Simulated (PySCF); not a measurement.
C₈H₁₀, SMILES c1c(cccc1C)C, GFN2-xTB optimised geometry.

```
18

C     -1.91    -1.90     0.02
C     -1.14    -0.61     0.00
C     -1.81     0.60     0.00
C     -1.10     1.79     0.00
C      0.29     1.77     0.00
C      0.97     0.57     0.00
C      2.47     0.53     0.02
C      0.25    -0.61     0.00
H     -1.29    -2.73    -0.30
H     -2.78    -1.84    -0.64
H     -2.27    -2.11     1.03
H     -2.89     0.62     0.00
H     -1.62     2.73     0.00
H      0.84     2.71     0.00
H      2.83     0.30     1.02
H      2.85    -0.23    -0.66
H      2.89     1.49    -0.28
H      0.78    -1.56     0.00
```

Density from CAM-B3LYP/def2-SVP (PySCF) at that geometry.

Minimum of the electron density along straight lines between bonded atoms, close to the bond critical point (lines longer than 1.1 times the sum of covalent radii, or with two minima, are not listed):

| bond | length / Å | ρ at the minimum / e bohr⁻³ | ∇²ρ there / e bohr⁻⁵ | position (fraction from the first atom) |
|---|---|---|---|---|
| C1–C2 | 1.499 | 0.257 | -0.62 | 0.50 |
| C2–C3 | 1.390 | 0.312 | -0.80 | 0.50 |
| C3–C4 | 1.382 | 0.316 | -0.82 | 0.50 |
| C4–C5 | 1.384 | 0.315 | -0.82 | 0.50 |
| C5–C6 | 1.388 | 0.313 | -0.81 | 0.50 |
| C6–C7 | 1.499 | 0.257 | -0.62 | 0.51 |
| C2–C8 | 1.387 | 0.314 | -0.81 | 0.50 |
| C6–C8 | 1.389 | 0.313 | -0.81 | 0.50 |
| C1–H9 | 1.087 | 0.277 | -1.03 | 0.63 |
| C1–H10 | 1.088 | 0.276 | -1.02 | 0.63 |
| C1–H11 | 1.091 | 0.274 | -1.01 | 0.63 |
| C3–H12 | 1.081 | 0.282 | -1.07 | 0.63 |
| C4–H13 | 1.081 | 0.283 | -1.08 | 0.63 |
| C5–H14 | 1.081 | 0.282 | -1.07 | 0.63 |
| C7–H15 | 1.091 | 0.274 | -1.01 | 0.63 |
| C7–H16 | 1.088 | 0.276 | -1.02 | 0.63 |
| C7–H17 | 1.087 | 0.277 | -1.03 | 0.63 |
| C8–H18 | 1.082 | 0.282 | -1.06 | 0.63 |
